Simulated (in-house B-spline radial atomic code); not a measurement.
## Binding energies in Sr²⁺

NIST's tabulated ground configuration is [Ar] 3d10 4s2 4p6; each binding energy is the energy of the ion with one electron taken from that subshell, relaxed, less that of the parent. All numbers are computed (Dirac-Hartree-Fock, average of configuration; Fermi nucleus of rms radius 4.224 fm) with a B-spline radial code for spherical atoms, not measured. Energies include first-order Breit, QED and recoil terms.

```
subshell  X-ray name  binding energy (eV)  -ε (eV)  relaxation (eV)
      1s           K              16128.3  16221.4             53.8
      2s          L1                 2246   2276.1             26.5
   2p1/2          L2               2032.1   2064.7             29.2
   2p3/2          L3               1964.8   1995.7             28.6
      3s          M1                384.9    393.4              8.0
   3p1/2          M2                306.5    315.0              8.1
   3p3/2          M3                295.9    304.0              7.9
   3d3/2          M4                158.2    166.7              8.5
   3d5/2          M5                156.4    164.8              8.4
      4s          N1                65.22    66.24             0.98
   4p1/2          N2                43.02    43.91             0.86
   4p3/2          N3                41.81    42.64             0.82
```

Relaxation = -ε minus the binding energy without Breit, QED and recoil terms.

Emission lines follow as differences of binding energies, with λ = 12398.42 eV·Å / E:

```
 line          holes  energy (eV)  wavelength (Å)
 K-L3     1s → 2p3/2      14163.5         0.87538
 K-L2     1s → 2p1/2      14096.2         0.87956
 K-M3     1s → 3p3/2      15832.4          0.7831
L3-M5  2p3/2 → 3d5/2       1808.4           6.856
L2-M4  2p1/2 → 3d3/2       1873.9          6.6164
L1-M3     2s → 3p3/2       1950.1          6.3578
L3-M1     2p3/2 → 3s       1579.9          7.8476
```

**Question.** What screening constant σ does Moseley's law, E = (3/4)·13.6057 eV·(Z - σ)², need for K-L3?

**Answer.** σ = 0.74.

**Question.** What does it cost to remove both a 2p3/2 and a 3d3/2 electron?

**Answer.** 2163.8 eV, which is 40.83 eV more than the two single binding energies together.

**Question.** What does it cost to remove both a 3p1/2 and a 3d5/2 electron?

**Answer.** 496.12 eV, which is 33.22 eV more than the two single binding energies together.

**Question.** What does it cost to remove both a 2s and a 3p3/2 electron?

**Answer.** 2581.4 eV, which is 39.55 eV more than the two single binding energies together.
